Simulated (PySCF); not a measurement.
B(OH)(OMe)(NH2) (CH6BNO2), SMILES B(OC)(N)O. Atoms are numbered in the order given.

```xyz
11

B     -0.0593    -0.5213     0.0000
O     -0.8560    -1.6359     0.0000
H     -0.3597    -2.4564     0.0000
O     -0.7316     0.6714     0.0000
C     -0.0592     1.8890     0.0000
H      0.5790     2.0175    -0.8953
H     -0.7988     2.7035     0.0000
H      0.5790     2.0175     0.8953
N      1.3601    -0.5835     0.0000
H      1.9477     0.2371     0.0000
H      1.8847    -1.4455     0.0000
```

Geometry optimised at PBE0-D3(BJ)/def2-SVP. One conformer was computed; it need not be the lowest.

The numbers are results of PBE0/pcSseg-1 in PySCF, not measurements.

GIAO shieldings, no solvent; atoms listed in one row are averaged. δ = σ(ref) − σ: ¹¹B against BF3 (σ = 88.8 ppm); ¹⁷O against H2O (σ = 334.2 ppm); ¹H against TMS (σ = 31.56 ppm); ¹³C against TMS (σ = 186.3 ppm); ¹⁵N against NH3 (σ = 267.4 ppm), references at their B3LYP-D3(BJ)/def2-TZVP geometries, non-relativistic.

Computed chemical shifts:
| nucleus | atoms | count | δ (ppm) |
|---|---|---|---|
| ¹¹B | B1 | 1 | 8.7 |
| ¹⁷O | O2 | 1 | 80.6 |
| ¹⁷O | O4 | 1 | 58.2 |
| ¹H | H6, H7, H8 | 3 | 3.73 |
| ¹H | H3 | 1 | 2.27 |
| ¹H | H10 | 1 | 1.92 |
| ¹H | H11 | 1 | 1.48 |
| ¹³C | C5 | 1 | 53.0 |
| ¹⁵N | N9 | 1 | 45.8 |
